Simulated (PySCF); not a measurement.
Simulation results for AlBGeH₄N

Computed with PySCF 2.14.0. Calculation on a computer-drawn molecule: the log of a Hartree-Fock and frozen-core CCSD(T) single point meant for a local Hartree-Fock minimum, with one planted fault or none, to be diagnosed. Offsets are logged minus clean, where the clean run is the same molecule without the fault. The reference is restricted for singlets and unrestricted otherwise, and also for a bond in bohr or an excited solution. Adding or removing an electron swaps singlet and doublet. The excited solution moves the top pair (singlet) or top alpha electron (doublet) to the lowest empty orbital. Highest occupied and lowest empty are orbital energies over both spins, largest force is the largest gradient component, triples share is (T) over the correlation energy, the T1 limit is 0.02 restricted and 0.045 unrestricted, electrons count all cores, a negative frequency is imaginary (commonest isotopes), and the dipole is about the centre of nuclear charge; on germanium a core potential holds 10 electrons, which the energies leave out, and 3d is frozen in MP2 and coupled-cluster steps.

```xyz
8
formula=AlBGeH4N meant_charge=1 meant_multiplicity=1 meant_basis=cc-pV(D+d)Z meant_basis_and_core_potential_on_germanium=cc-pVDZ-PP_ECP10MDF logged_electrons=60 logged_basis_functions=94 logged_SCF_converged=yes logged_spin_squared=0 logged_highest_occupied=-15.59 logged_lowest_empty=-3.6478 logged_largest_force=0.059764 logged_T1_diagnostic=0.018232 logged_D1_diagnostic=0.044482 logged_triples_share=0.038649 logged_CC_converged=yes logged_dipole_magnitude=4.1597 logged_SCF_stable_within_its_kind=yes logged_energy_HF=-616.54502 logged_energy_CCSD(T)=-616.97954 possible_faults=no_fault,one_electron_removed,one_electron_added,multiplicity_raised_by_two,geometry_at_a_saddle_point,SCF_held_on_an_excited_solution,minimal_basis_STO-3G,one_bond_length_entered_in_bohr,all_coordinates_scaled planted_fault=all_coordinates_scaled,by_+7.0_% HF_energy_offset_from_clean_run=22.2 CCSD(T)_energy_offset_from_clean_run=13.13
B     -2.0767    -0.1469    -2.2966
N     -1.2518    -0.0123    -1.2307
Al    -0.1454     0.1683     0.1989
Ge     1.5075     0.4380     2.3342
H     -2.8389    -0.2713    -3.2814
H      0.8774     1.6772     3.1736
H      1.4158    -0.9941     3.0943
H      2.9600     0.7502     1.6785
```

Units: logged_highest_occupied, logged_lowest_empty in eV; logged_largest_force in hartree/bohr; logged_dipole_magnitude in debye; logged_energy_HF, logged_energy_CCSD(T) in hartree; HF_energy_offset_from_clean_run, CCSD(T)_energy_offset_from_clean_run in kcal/mol.

Drawn bonds:
| atom | other atom | order |
| --- | --- | --- |
| 1 | 2 | 2 |
| 2 | 3 | 1 |
| 3 | 4 | 1 |
| 1 | 5 | 1 |
| 4 | 6 | 1 |
| 4 | 7 | 1 |
| 4 | 8 | 1 |
